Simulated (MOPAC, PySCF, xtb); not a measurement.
System: H₃Sb, singlet: umbrella (inversion) coordinate, bond length relaxed. Scanned: angle between the Sb-H bonds and the threefold axis (90 = planar). Other coordinates (Sb-H bond length) were minimised at PBE0/def2-TZVP.

Levels of theory: PM7, restricted, heats of formation (MOPAC); MP2 on RHF/def2-TZVP, 4 core orbitals frozen, def2 effective core potentials past Kr (PySCF); GFN1-xTB (xtb).

Energies in kcal/mol, each method relative to its own lowest point.

```csv
a / °,PM7,MP2,GFN1-xTB
90,—,?,?
93,—,42.4,90.0
96,—,39.4,75.8
99,57.2,34.8,61.8
102,44.9,29.2,49.0
105,33.8,23.1,37.8
108,24.1,17.1,28.0
111,15.9,11.7,?
114,?,?,13.0
117,4.5,3.5,7.6
120,1.4,1.1,3.6
123,0.0,0.0,1.0
126,0.5,0.2,0.0
129,2.9,1.7,0.6
132,7.3,4.6,2.9
```

Fill in the missing entries.


- 90, MP2: 43.4
- 90, GFN1-xTB: 100.2
- 111, GFN1-xTB: 19.8
- 114, PM7: 9.4
- 114, MP2: 7.1

Dashes: no converged value, or the column stops at the first point that the program doubted or that broke a chosen test of continuity, which isn't proof of a fault.
